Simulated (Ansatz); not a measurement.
Problem. Predict a relaxed structure of the cluster AsP₃ (the lowest singlet isomer of a short search), charge 0, singlet, at r2SCAN-D4/def2-SVP (Ansatz).

Solution. 
```tsv
atom	x (Å)	y (Å)	z (Å)
P1	0.7333	-0.5788	0.9997
P2	-1.0643	0.6438	0.5702
P3	-0.4850	-0.9955	-0.8038
As4	0.8159	0.9305	-0.7662
```
Point group C3v (tolerance 0.1 Å). This is one stationary point.

The structure comes from a short search, and lower isomers may exist.
